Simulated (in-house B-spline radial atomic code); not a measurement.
What moves the levels of N VI (N5+) (1s2)? Level of theory: Dirac-Hartree-Fock, average of configuration, Fermi nucleus of rms radius 2.5582 fm; calculated with a radial B-spline atomic code at the basis-set limit.

Baseline run (computed): total energy -44.7642 hartree, 1s1/2 at -20.30398 hartree.

Scaling the speed of light c (a factor of 100 is close to the non-relativistic limit):

```json
{"c/c0": "0.95", "ΔE (hartree)": "-0.0030332", "1s1/2 level (eV)": "-552.535", "1s1/2 <r> (bohr)": "0.2263"}
{"c/c0": "0.98", "ΔE (hartree)": "-0.0011576", "1s1/2 level (eV)": "-552.513", "1s1/2 <r> (bohr)": "0.2263"}
{"c/c0": "1.02", "ΔE (hartree)": "0.00109", "1s1/2 level (eV)": "-552.487", "1s1/2 <r> (bohr)": "0.2263"}
{"c/c0": "1.5", "ΔE (hartree)": "0.015585", "1s1/2 level (eV)": "-552.316", "1s1/2 <r> (bohr)": "0.2264"}
{"c/c0": "100", "ΔE (hartree)": "0.028034", "1s1/2 level (eV)": "-552.169", "1s1/2 <r> (bohr)": "0.2265"}
```

**Question.** The nuclear charge is raised by 0.1. What does the Hellmann-Feynman theorem predict for the energy, and what is found?

**Answer.** dE/dZ ≈ -Σ<1/r>, which is -13.3915 at the start and -13.5923 at the end; their mean times 0.1 is -1.3492 hartree, and the two runs differ by -1.3492 hartree.
